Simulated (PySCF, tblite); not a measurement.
Species: C₅H₇OP.
Atom-mapped SMILES: `[O:1]=[P:2]1([CH:3]2[CH2:4][CH2:5]2)[CH:6]=[CH:7]1` (hydrogens: H8 on C3; H9, H10 on C4; H11, H12 on C5; H13 on C6; H14 on C7)

Computed geometry: GFN2-xTB, gas phase.

Problem. What internal coordinates does the optimisation give?

Solution. 
| bond | length (bohr) |
| --- | --- |
| O1=P2 | 2.772 |
| P2–C3 | 3.418 |
| C3–C4, C3–C5 | 2.837 |
| C4–C5 | 2.812 |
| P2–C6, P2–C7 | 3.396 |
| C6=C7 | 2.538 |
| C3–H8 | 2.040 |
| C4–H9, C5–H11 | 2.042 |
| C4–H10, C5–H12 | 2.040 |
| C6–H13, C7–H14 | 2.026 |

Bonds in one row agree within 0.02 bohr and their mean is given. A selection of angles:
| angle | degrees |
| --- | --- |
| O1–P2–C3 | 116.9 |
| O1–P2–C6 | 125.3 |
| C3–P2–C6 | 112.8 |
| C6–P2–C7 | 43.9 |
| P2–C3–C4 | 115.3 |
| P2–C3–H8 | 115.1 |
| C4–C3–C5 | 59.4 |
| C4–C3–H8 | 120.3 |
| C3–C4–C5 | 60.3 |
| C3–C4–H9 | 117.1 |
| C3–C4–H10 | 118.0 |
| C5–C4–H9 | 117.5 |
| C5–C4–H10 | 119.1 |
| H9–C4–H10 | 114.4 |
| P2–C6–C7 | 68.0 |
| P2–C6–H13 | 154.0 |
| C7–C6–H13 | 137.6 |

Torsions: O1–P2–C3–C4 -33° (synclinal); P2–C3–C4–C5 106° (anticlinal); O1–P2–C6–C7 -106° (anticlinal); O1–P2–C7–C6 107° (anticlinal); P2–C3–C5–C4 -106° (anticlinal).

The 3-membered ring C3–C4–C5 has internal angles of 59.4° to 60.3°. Of the pairs four or more bonds apart, O1···H11 is among the closest relative to their van der Waals radii: 2.80 Å, 103 % of the sum of Bondi's values. The C–C distances run from 1.343 Å (C6=C7, drawn double) to 1.502 Å (C3–C4, drawn single), a spread of 0.159 Å. P2 (phosphoryl phosphorus) has angles from 43.9° to 125.3°. The 3-membered ring P2–C6–C7 has internal angles of 43.9° to 68.1°.

Point group: Cs (tolerance 0.08 Å). Its GFN2-xTB frequencies are all real (lowest 45 cm⁻¹). One conformer, not necessarily the lowest. 2 starts were optimised and ended at 0.00 and 0.77 kcal/mol (GFN2-xTB); the lowest of these is shown.
